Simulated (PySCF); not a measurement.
**Finite-field polarisability of C (carbon, neutral)**

[He] 2s2 2p2, high-spin 3P determinant. All numbers are calculated (PySCF 2.14, the non-relativistic Hamiltonian (point nucleus), in def2-QZVPPD (8s4p4d2f1g, 63 functions)). Frozen: 1s2. Energy changes in a uniform field (μhartree):

| axis | F (au) | HF | MP2 | CCSD | CCSD(T) |
| --- | --- | --- | --- | --- | --- |
| x | 0.0043 | -100.665 | -89.183 | -93.921 | -94.483 |
| x | 0.0086 | -402.704 | -356.993 | -375.800 | -378.045 |
| y | 0.004 | -99.793 | -98.143 | -98.193 | -98.682 |
| y | 0.008 | -399.439 | -392.895 | -393.121 | -395.087 |

By symmetry the remaining axis equals y.

Question: Derive α along x at CCSD(T) from the two fields.

Answer: With ΔE = −αF²/2 − γF⁴/24, α = −(16 ΔE(F) − ΔE(2F))/(6F²) = 10.22 bohr³.

Question: And the mean polarisability at each level?

Answer: The components xx, yy, zz at CCSD(T) are 10.22, 12.33, 12.33, the third axis being equal by symmetry to one of the two computed. Means: HF 11.94, MP2 11.39, CCSD 11.57, CCSD(T) 11.63 bohr³. Reference: 11.3 ± 0.4 bohr³ (recommended; Schwerdtfeger and Nagle, table of static dipole polarizabilities (2023 update)).
